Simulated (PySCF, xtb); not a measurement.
3-fluoro-3-methylbut-1-yne (C5H7F), SMILES C#CC(C)(C)F.

Harmonic wavenumbers (cm⁻¹) from GFN2-xTB run with xtb at its own minimum, in rising order: 153, 155, 168, 211, 330, 358, 389, 494, 506, 669, 681, 738, 879, 952, 964, 1007, 1151, 1185, 1239, 1388, 1401, 1465, 1476, 1477, 1489, 2284, 3038, 3043, 3046, 3047, 3051, 3056, 3393.

**Question.** What does TPSSh-D3(BJ)/def2-SVP run with PySCF give at its own minimum? (An estimate is asked for; the answer gives what the named calculation found.)

**Answer.** 172, 177, 225, 266, 338, 380, 401, 554, 557, 678, 716, 718, 897, 931, 971, 1011, 1185, 1217, 1260, 1388, 1405, 1465, 1472, 1481, 1495, 2213, 3046, 3050, 3141, 3146, 3152, 3154, 3471. Paired by order, the mean absolute difference is 33 cm⁻¹ and the zero-point energies are 64.2 and 65.4 kcal/mol.
